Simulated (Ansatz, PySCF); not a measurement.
Reaction (SMILES): C[OH+]C(C)C → CC(C)C[OH2+]
Each molecule is optimised on its own at B3LYP-D3(BJ)/def2-TZVP (Ansatz, a quantum-chemistry and plane-wave program), one conformer each, not searched for the lowest. Frequencies are from Ansatz or PySCF.

Quantity: isomerisation energy (0 K, with B3LYP-D3(BJ) harmonic zero-point energies), in kcal/mol. Valence correlation only, unless marked. Spin-orbit coupling is left out. Non-relativistic. CBS(X,Y): correlation extrapolated as X^-3; Hartree-Fock from the larger set.

```
level                               program  isomerisation energy (kcal/mol)
---------------------------  --------------  -------------------------------
PBE0/6-31G*                          Ansatz                              5.0
PBE0-D4/def2-TZVP            Ansatz + dftd4                              1.8
BHLYP-D3(BJ)/def2-TZVPD      Ansatz + dftd3                              3.3
B2GP-PLYP-D3(BJ)/def2-TZVPD  Ansatz + dftd3                              2.6
B2GP-PLYP-D4/def2-TZVPD      Ansatz + dftd4                              2.7
PBE-QIDH/def2-TZVPD                  Ansatz                              1.1
MP2/STO-3G                           Ansatz                             12.3
```

Problem. Predict the CCSD(T)/CBS(cc-pVTZ,cc-pVQZ) result (Ansatz).

Solution. 1.4 kcal/mol, so MP2/STO-3G differs from it by 10.9 kcal/mol.
